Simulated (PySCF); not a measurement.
## Selenium: a sound run and one with changed settings

Sound run: Se [Ar] 3d10 4s2 4p4, Se⁺ [Ar] 3d10 4s2 4p3. All numbers are calculated (PySCF 2.14, a scalar-relativistic core potential, in cc-pVDZ-PP with ECP10MDF (4s3p2d, 23 functions)). In the sound run the correlated levels freeze 3s2 3p6 3d10 outside the core potential. The sound run starts from symmetry-adapted Hartree-Fock orbitals and uses a fine grid where one is needed.

A second run was set up differently.

```csv
species,method,sound run (hartree),changed run (hartree),converged
Se,UHF,-371.84469,-371.84469,yes
Se,M06-2X,-373.27673,-373.27673,yes
Se,PBE0,-373.07702,-373.07702,yes
Se,MP2,-371.91630,-371.89369,yes
Se,CCSD(T),-371.93267,-371.93267,yes
Se⁺,UHF,-371.53218,-371.53218,yes
Se⁺,M06-2X,-372.92682,-372.92682,yes
Se⁺,PBE0,-372.72582,-372.72582,yes
Se⁺,MP2,-371.58864,-371.57056,yes
Se⁺,CCSD(T),-371.60401,-371.60401,yes
```

Ionisation energy of Se:

| method | sound run (eV) | changed run (eV) |
| --- | --- | --- |
| UHF | 8.504 | 8.504 |
| M06-2X | 9.522 | 9.522 |
| PBE0 | 9.557 | 9.557 |
| MP2 | 8.916 | 8.793 |
| SCS-MP2 | 8.933 | 8.807 |
| CCSD | 8.937 | 8.937 |
| CCSD(T) | 8.943 | 8.943 |

Problem. What was changed?
A. too few SCF iterations
B. minimal basis
C. level shift left on
D. angular grid far too coarse

Solution. C. It used initial guess 1e, at most 50 SCF cycles, level shift 0.5 hartree. A level shift leaves the converged SCF energy unchanged but raises the virtual orbital energies, which shrinks MP2 if it is not removed.
